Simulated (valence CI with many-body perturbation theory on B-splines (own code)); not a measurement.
**Ne V: electric-dipole lines**

Calculated by relativistic CI+MBPT: four valence electrons over a frozen Dirac-Fock core [He], a basis of 11 s, 11 p, 10 d, 8 f, 5 g, 2 h functions for each j, with the one-electron correlation potential Σ1, the two-electron term Σ2, the three-electron term Σ3, Breit, model QED; selected CI, second order for the rest, scaled by the run's own slope (own B-spline code, finite nucleus).

Against 36 measured levels this calculation errs by 134 cm⁻¹ on average and by 368 at most. These come from a selection out of NIST levels in Podobedova, Fuhr, Reader and Wiese, J. Phys. Chem. Ref. Data 33, 525 (2004). Levels without a partner in it may be off by more. Among the levels kept, up to 1600 cm⁻¹ of a level comes from second order outside the variational space, and about a tenth of that is noise between levels of different J, which matters for small intervals. 6 measured levels below the end of the list, from 690000 cm⁻¹ on, found no clear computed partner, and computed levels of the same name lie up to 10356 cm⁻¹ from them.

Lines 1 to 50 of 456 in falling wavelength, among levels below 905270 cm⁻¹, chosen from the strongest by gf and those to the six lowest levels. Wavelengths and rates use the calculated energies, so an error of 100 cm⁻¹ moves a line at 22270 Å by 2.2 % and its rate by three times that or more. Electric multipoles are in the length gauge, E1 and E2 with the static RPA response of the core. Weak lines are less certain than strong ones. Lines between different terms over intervals too small for the method are left out, as are lines whose strength nearly cancels. Where a level lies close to another of its J and parity, the split of strength between their lines is uncertain. The highest levels of a list are the least certain.

Names give the largest LS component (configuration and term), which can be under half, so a name can repeat, a term be missing and a line seem to break the LS rules; names also repeat where a configuration has a term twice. Letters in brackets count levels of one name in rising energy.

```
λ vac (Å)          Upper              Lower   A (s⁻¹)  S (a.u.)
    22270   2s²2p4f ³D_3      2s²2p4d ³P°_2  5.36e+05  2.04e+01
    15160   2s²2p4f ³F_4      2s²2p4d ³F°_3  1.02e+06  1.58e+01
    14450   2s²2p4f ¹F_3      2s²2p4d ³F°_2  1.33e+06  1.39e+01
    13510   2s²2p4f ³G_5      2s²2p4d ³F°_4  3.43e+06  4.59e+01
    12960   2s²2p4f ³G_4      2s²2p4d ³F°_3  1.95e+06  1.89e+01
    12310  2s²2p5d ¹D°_2       2s²2p5p ¹P_1  1.13e+07  5.20e+01
    12310  2s²2p5d ³F°_2       2s²2p5p ³D_2  2.25e+06  1.03e+01
    12250   2s²2p5p ¹P_1      2s²2p5s ¹P°_1  4.39e+06  1.19e+01
    12160   2s²2p5p ³D_1      2s²2p5s ³P°_1  4.54e+06  1.21e+01
    12120   2s²2p5p ³D_1      2s²2p5s ³P°_0  6.63e+06  1.75e+01
    11690  2s²2p5d ³F°_2       2s²2p5p ³D_1  1.59e+07  6.29e+01
    11620  2s²2p5d ³F°_4       2s²2p5p ³D_3  2.17e+07  1.51e+02
    11580   2s²2p5p ³D_3      2s²2p5s ³P°_2  1.29e+07  6.92e+01
    11560   2s²2p5p ³D_2      2s²2p5s ³P°_1  1.06e+07  4.04e+01
    11520  2s²2p5d ³F°_3       2s²2p5p ³D_2  2.11e+07  1.12e+02
    11030   2s²2p5p ³P_1      2s²2p5s ¹P°_1  9.74e+06  1.94e+01
    10740  2s²2p5d ¹D°_2       2s²2p5p ³D_1  3.38e+06  1.03e+01
    10630   2s²2p5p ¹P_1      2s²2p5s ³P°_1  7.31e+06  1.30e+01
    10180   2s²2p5p ³P_0      2s²2p5s ³P°_1  1.68e+07  8.77e+00
    10140   2s²2p5p ³P_2      2s²2p5s ³P°_2  1.74e+07  4.48e+01
     9592   2s²2p5p ³S_1      2s²2p5s ³P°_2  1.68e+07  2.19e+01
     8755   2s²2p5p ¹D_2      2s²2p5s ¹P°_1  3.38e+07  5.59e+01
     8716   2s²2p4p ¹P_1      2s²2p4s ¹P°_1  1.31e+07  1.29e+01
     7895   2s²2p5p ¹D_2      2s²2p5s ³P°_1  5.64e+06  6.85e+00
     7110  2s²2p4d ¹P°_1       2s²2p4p ¹S_0  1.89e+07  1.01e+01
     6803   2s²2p5p ¹S_0      2s²2p5s ¹P°_1  5.74e+07  8.92e+00
     5985   2s²2p5p ³D_2  2s2p²3p ³P°_1 [c]  1.21e+07  6.40e+00
     5974  2s²2p4d ³D°_1       2s²2p4p ³P_1  1.46e+07  4.62e+00
     5929  2s²2p4d ³D°_3       2s²2p4p ³P_2  4.23e+07  3.04e+01
     5904  2s²2p4d ³D°_2       2s²2p4p ³P_1  3.30e+07  1.68e+01
     5885   2s²2p4p ³S_1      2s²2p4s ³P°_2  1.59e+07  4.79e+00
     5850  2s²2p4d ³D°_1       2s²2p4p ³P_0  2.86e+07  8.47e+00
     5846   2s²2p5p ³D_3  2s2p²3p ³P°_2 [c]  1.22e+07  8.45e+00
     5714  2s²2p4d ³F°_2       2s²2p4p ³D_1  4.36e+07  2.01e+01
     5688  2s²2p4d ³F°_4       2s²2p4p ³D_3  6.52e+07  5.33e+01
     5659  2s²2p4d ³F°_3       2s²2p4p ³D_2  6.13e+07  3.84e+01
     5619  2s²2p4d ¹F°_3       2s²2p4p ¹D_2  6.94e+07  4.25e+01
     5568  2s²2p4d ³P°_2       2s²2p4p ³P_2  2.19e+07  9.31e+00
     5456   2s²2p5p ³P_2  2s2p²3p ³P°_2 [c]  1.23e+07  4.94e+00
     5362   2s²2p4p ³D_1      2s²2p4s ³P°_1  2.29e+07  5.22e+00
     5345  2s²2p4d ¹D°_2       2s²2p4p ³D_1  1.38e+07  5.21e+00
     5313   2s²2p4p ³D_3      2s²2p4s ³P°_2  6.05e+07  3.13e+01
     5269   2s²2p4p ³D_1      2s²2p4s ³P°_0  3.43e+07  7.43e+00
     5260   2s²2p4p ³D_2      2s²2p4s ³P°_1  5.12e+07  1.84e+01
     4958  2s²2p4d ³D°_3       2s²2p4p ³D_3  2.56e+07  1.08e+01
     4861  2s²2p4d ³D°_2       2s²2p4p ³D_2  2.02e+07  5.73e+00
     4772  2s²2p4d ³F°_2       2s²2p4p ¹P_1  1.62e+07  4.35e+00
     4605   2s²2p4p ³P_1      2s²2p4s ³P°_2  5.00e+07  7.24e+00
     4520   2s²2p4p ³P_2      2s²2p4s ³P°_2  8.82e+07  2.01e+01
     4512  2s²2p4d ¹D°_2       2s²2p4p ¹P_1  6.78e+07  1.54e+01
```
